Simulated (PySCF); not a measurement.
Scan of Cl2Mg, singlet: symmetric bend, bond length relaxed. Scanned: Cl-Mg-Cl angle. Other coordinates (Mg-Cl bond length) were minimised at B3LYP/def2-TZVP.

PBE/cc-pVTZ (PySCF); r2SCAN/cc-pVTZ (PySCF); CCSD(T) on RHF/cc-pVTZ, 11 core orbitals frozen (PySCF).

Energies relative to the lowest point of each profile, in kJ/mol; the last columns give the difference from CCSD(T):

```tsv
a / °	PBE	r2SCAN	CCSD(T)	PBE − CCSD(T)	r2SCAN − CCSD(T)
180	0.0	0.0	0.0	0.0	0.0
170	1.4	1.3	1.7	-0.3	-0.3
160	5.4	5.4	6.7	-1.3	-1.3
150	12.3	12.3	14.9	-2.6	-2.6
140	22.2	22.2	26.1	-4.0	-3.9
130	35.3	35.6	40.5	-5.2	-5.0
120	52.2	52.9	58.8	-6.6	-5.9
110	73.9	75.4	82.2	-8.2	-6.7
100	102.2	105.1	112.9	-10.7	-7.8
90	140.7	146.0	155.2	-14.5	-9.2
80	197.0	206.4	217.7	-20.8	-11.4
```

PBE is furthest from CCSD(T) at 80 (-20.8 kJ/mol, below); its mean absolute difference over the points is 6.7 kJ/mol.

r2SCAN is furthest from CCSD(T) at 80 (-11.4 kJ/mol, below); its mean absolute difference over the points is 4.9 kJ/mol.
